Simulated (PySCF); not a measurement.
## UHF on Ir⁺ (iridium, charge +1)

Configuration: [Xe] 4f14 5d7 6s1, high-spin 5F determinant. All numbers are calculated (PySCF 2.14, a scalar-relativistic core potential, in aug-cc-pwCVDZ-PP with ECP60MDF (6s6p5d3f, 70 functions)).

| Property | Result |
| --- | --- |
| Total energy | -103.365464 hartree |
| One-electron energy | -175.0098 hartree |
| Hartree (Coulomb) energy | 81.2121 hartree |
| Exchange energy | -9.5678 hartree |
| ⟨S²⟩ | 6.0039 |
| ⟨L²⟩ | 12.040 |
| Sum of ⟨r⟩ | 23.43 bohr |
| Sum of ⟨r²⟩ | 42.41 bohr² |
| Time after the integrals | 0.42 s of wall time on 1 thread of Neoverse-V2 (shared host) |

```csv
shell,electrons,mean orbital energy (eV),spread (eV),"rms radius, mean of both spins (bohr)"
5s α,1,-125.18,0,1.06
5s β,1,-120.66,0,1.06
5p α,3,-78.231,0,1.23
5p β,3,-72.161,0,1.23
5d α,5,-22.170,1.037,1.79
5d β,2,-19.340,0,1.79
6s α,1,-16.634,0,2.95
```

Energies and moments cover only the electrons outside the core potential. Spin-orbit coupling, absent here, splits the open shell strongly.
